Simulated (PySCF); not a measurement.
# How methods differ on the excitation energy of Ti

Ti [Ar] 3d2 4s2 (3F) → Ti [Ar] 3d3 4s1 (5F), as a difference of total energies. All numbers are calculated (PySCF 2.14, no relativity, point nucleus, in dyall-av2z). Correlated levels: valence: [Ar] frozen; virtual orbitals above 40 to 60 times the deepest correlated orbital energy dropped. The calculations carry no spin-orbit coupling.

| method | excitation energy (cm⁻¹) |
| --- | --- |
| UHF | 4741.7 |
| MP2 (valence) | 6551.8 |
| SCS-MP2 (valence) | 10745 |
| CCSD (valence) | 7548.3 |
| CCSD(T) (valence) | 7690.7 |

Q: How much does correlation contribute at CCSD(T) (valence)?

A: 7690.7 − (4741.7) = 2949.0 cm⁻¹, measured against UHF.

These non-relativistic numbers lack the scalar-relativistic shift.

Errors of the correlated levels include the incompleteness of this basis and the frozen core.

For comparison: 6498.9 cm⁻¹ (measured; NIST levels, between the centres of gravity of the two terms).
